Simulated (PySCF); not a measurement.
Al(OH)3(SH2), H5AlO3S, singlet (PBE0/def2-SVP optimised geometry):

```
10

Al    -0.250    -1.201     0.000
O     -0.997    -1.608    -1.497
H     -0.463    -1.897    -2.239
O      1.462    -1.201     0.000
H      1.982    -1.121     0.801
O     -1.168    -1.470     1.441
H     -1.424    -2.355     1.708
S     -1.106     1.201     0.000
H     -1.841     0.789    -1.060
H     -1.982     0.696     0.903
```

Level of theory: PBE0/def2-TZVP (PySCF 2.14.0).

### Question
What are the frontier orbital energies and the dipole moment?

### Answer
HOMO-2 -8.48 eV, HOMO-1 -8.37 eV, HOMO -8.13 eV, LUMO -0.16 eV, LUMO+1 0.15 eV; dipole moment 1.43 D.

On the same geometry PBE/def2-TZVP run with PySCF gives HOMO-2 -6.76 eV, HOMO-1 -6.71 eV, HOMO -6.47 eV, LUMO -1.18 eV, LUMO+1 -0.73 eV; dipole moment 1.42 D.

Meta-Löwdin charges at PBE0/def2-TZVP: Al1 1.16, O2 -0.82, H3 0.35, O4 -0.81, H5 0.35, O6 -0.83, H7 0.34, S8 -0.05, H9 0.15, H10 0.16.
